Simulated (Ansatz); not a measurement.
Gas-phase electronic energies from Ansatz, PBE0-D4/def2-TZVP geometries. CCSD(T)/CBS is the MP2 limit (def2-TZVPP, def2-QZVPP) plus CCSD(T) − MP2 in def2-TZVPP, frozen cores. This one scheme is used for every species. Functionals use def2-TZVPP. B3LYP here is the variant with VWN-RPA as its local correlation; programs differ in this. HSE06 is defined as in plane-wave codes. For Ga outer-core shells are correlated without core-valence functions, which leaves a few kJ/mol of doubt a bond. Scalar relativity is left out up to krypton. One conformer a species, not always the lowest.

Reaction (formal hydrolysis of a C–Ga bond): `CC(C)(C)[CH2][Ga]([F])[F]` + H₂O → `CC(C)(C)CO` + `[F][GaH][F]`

`CC(C)(C)[CH2][Ga]([F])[F]`:

Cartesian coordinates in Å:
```
C 1.929 -0.093 0.087
C 0.421 0.018 -0.138
C -0.012 -1.006 -1.183
C 0.083 1.423 -0.627
C -0.286 -0.260 1.192
Ga -2.233 -0.181 1.126
F -3.273 -0.510 2.494
F -3.209 0.219 -0.274
H 2.475 0.100 -0.841
H 2.269 0.630 0.833
H 2.203 -1.092 0.436
H -1.082 -0.923 -1.403
H 0.194 -2.026 -0.845
H 0.525 -0.853 -2.122
H -0.986 1.526 -0.838
H 0.363 2.177 0.115
H 0.621 1.651 -1.551
H -0.030 -1.253 1.575
H 0.027 0.453 1.962
```

H₂O:

```xyz
3

O    -0.308    0.187   -0.147
H    -0.268   -0.326    0.663
H     0.576    0.138   -0.516
```

`CC(C)(C)CO`:

Cartesian coordinates in Å:
```
C -0.996 0.048 -1.209
C 0.044 0.123 -0.096
C 1.266 0.900 -0.572
C -0.554 0.809 1.128
C 0.507 -1.289 0.273
O -0.521 -2.140 0.730
H -0.567 -0.391 -2.114
H -1.844 -0.569 -0.907
H -1.367 1.045 -1.462
H 2.021 0.978 0.215
H 0.987 1.915 -0.868
H 1.728 0.417 -1.437
H 0.161 0.837 1.957
H -1.461 0.303 1.471
H -0.833 1.840 0.896
H 1.315 -1.219 1.016
H 0.922 -1.775 -0.614
H -0.809 -1.832 1.593
```

`[F][GaH][F]`:

Cartesian coordinates in Å:
```
F -1.297 1.051 0.231
Ga 0.046 -0.046 0.080
F 0.519 -0.271 -1.580
H 0.732 -0.733 1.270
```

```json
{"level": "LDA (SPW92)", "ΔE (kJ/mol)": "77.5", "difference from CCSD(T)/CBS": "-17.5"}
{"level": "PBE-D4", "ΔE (kJ/mol)": "83.7", "difference from CCSD(T)/CBS": "-11.3"}
{"level": "BLYP-D4", "ΔE (kJ/mol)": "82.6", "difference from CCSD(T)/CBS": "-12.4"}
{"level": "r2SCAN-D4", "ΔE (kJ/mol)": "81.1", "difference from CCSD(T)/CBS": "-13.9"}
{"level": "B97M-V", "ΔE (kJ/mol)": "71.0", "difference from CCSD(T)/CBS": "-24.0"}
{"level": "PBE0-D4", "ΔE (kJ/mol)": "83.5", "difference from CCSD(T)/CBS": "-11.5"}
{"level": "B3LYP-D4", "ΔE (kJ/mol)": "81.9", "difference from CCSD(T)/CBS": "-13.1"}
{"level": "r2SCANh-D4", "ΔE (kJ/mol)": "81.5", "difference from CCSD(T)/CBS": "-13.5"}
{"level": "r2SCAN0-D4", "ΔE (kJ/mol)": "81.8", "difference from CCSD(T)/CBS": "-13.2"}
{"level": "HSE06-D4", "ΔE (kJ/mol)": "83.5", "difference from CCSD(T)/CBS": "-11.5"}
{"level": "BHLYP-D4", "ΔE (kJ/mol)": "80.3", "difference from CCSD(T)/CBS": "-14.7"}
{"level": "CAM-B3LYP-D4", "ΔE (kJ/mol)": "75.9", "difference from CCSD(T)/CBS": "-19.1"}
{"level": "ωB97X-V", "ΔE (kJ/mol)": "75.2", "difference from CCSD(T)/CBS": "-19.8"}
{"level": "ωB97M-V", "ΔE (kJ/mol)": "79.9", "difference from CCSD(T)/CBS": "-15.1"}
{"level": "B2PLYP", "ΔE (kJ/mol)": "78.8", "difference from CCSD(T)/CBS": "-16.2"}
{"level": "PBE-QIDH", "ΔE (kJ/mol)": "84.0", "difference from CCSD(T)/CBS": "-11.0"}
{"level": "PBE", "ΔE (kJ/mol)": "77.2", "difference from CCSD(T)/CBS": "-17.8"}
{"level": "revPBE", "ΔE (kJ/mol)": "75.3", "difference from CCSD(T)/CBS": "-19.7"}
{"level": "BLYP", "ΔE (kJ/mol)": "70.3", "difference from CCSD(T)/CBS": "-24.7"}
{"level": "r2SCAN", "ΔE (kJ/mol)": "79.3", "difference from CCSD(T)/CBS": "-15.7"}
{"level": "PBE0", "ΔE (kJ/mol)": "77.5", "difference from CCSD(T)/CBS": "-17.5"}
{"level": "B3LYP", "ΔE (kJ/mol)": "71.3", "difference from CCSD(T)/CBS": "-23.7"}
{"level": "r2SCANh", "ΔE (kJ/mol)": "79.4", "difference from CCSD(T)/CBS": "-15.6"}
{"level": "r2SCAN0", "ΔE (kJ/mol)": "79.4", "difference from CCSD(T)/CBS": "-15.6"}
{"level": "BHLYP", "ΔE (kJ/mol)": "69.1", "difference from CCSD(T)/CBS": "-25.9"}
{"level": "CAM-B3LYP", "ΔE (kJ/mol)": "69.2", "difference from CCSD(T)/CBS": "-25.8"}
{"level": "RPA@PBE/def2-TZVPP", "ΔE (kJ/mol)": "80.4", "difference from CCSD(T)/CBS": "-14.6"}
{"level": "MP2/def2-SVP", "ΔE (kJ/mol)": "73.5", "difference from CCSD(T)/CBS": "-21.5"}
{"level": "CCSD/def2-SVP", "ΔE (kJ/mol)": "63.0", "difference from CCSD(T)/CBS": "-32.0"}
{"level": "HF/def2-TZVPP", "ΔE (kJ/mol)": "57.4", "difference from CCSD(T)/CBS": "-37.6"}
{"level": "MP2/def2-TZVPP", "ΔE (kJ/mol)": "95.3", "difference from CCSD(T)/CBS": "0.3"}
{"level": "SCS-MP2/def2-TZVPP", "ΔE (kJ/mol)": "85.4", "difference from CCSD(T)/CBS": "-9.6"}
{"level": "CCSD/def2-TZVPP", "ΔE (kJ/mol)": "83.1", "difference from CCSD(T)/CBS": "-11.9"}
{"level": "CCSD(T)/def2-TZVPP", "ΔE (kJ/mol)": "86.0", "difference from CCSD(T)/CBS": "-9.0"}
{"level": "HF/def2-QZVPP", "ΔE (kJ/mol)": "55.9", "difference from CCSD(T)/CBS": "-39.1"}
{"level": "MP2/def2-QZVPP", "ΔE (kJ/mol)": "100.0", "difference from CCSD(T)/CBS": "5.0"}
{"level": "SCS-MP2/def2-QZVPP", "ΔE (kJ/mol)": "89.4", "difference from CCSD(T)/CBS": "-5.6"}
{"level": "HF/CBS(def2)", "ΔE (kJ/mol)": "55.7", "difference from CCSD(T)/CBS": "-39.3"}
{"level": "MP2/CBS(def2)", "ΔE (kJ/mol)": "104.4", "difference from CCSD(T)/CBS": "9.4"}
{"level": "CCSD/CBS(def2)", "ΔE (kJ/mol)": "92.1", "difference from CCSD(T)/CBS": "-2.9"}
{"level": "CCSD(T)/CBS", "ΔE (kJ/mol)": "95.0", "difference from CCSD(T)/CBS": "0"}
```

Largest T1 diagnostic among the species: 0.015.

In def2-TZVPP, CCSD(T) changes the Hartree–Fock value by +28.6 kJ/mol (the triples alone add +2.9 kJ/mol) and MP2 by +37.9 kJ/mol. Leaving LDA and LC-ωPBE aside and taking each functional with its dispersion term where it has one, the values spread over 13.0 kJ/mol, from B97M-V to PBE-QIDH. At CCSD(T), def2-SVP lies −30.4 kJ/mol from the extrapolated value and def2-TZVPP −9.0 kJ/mol.
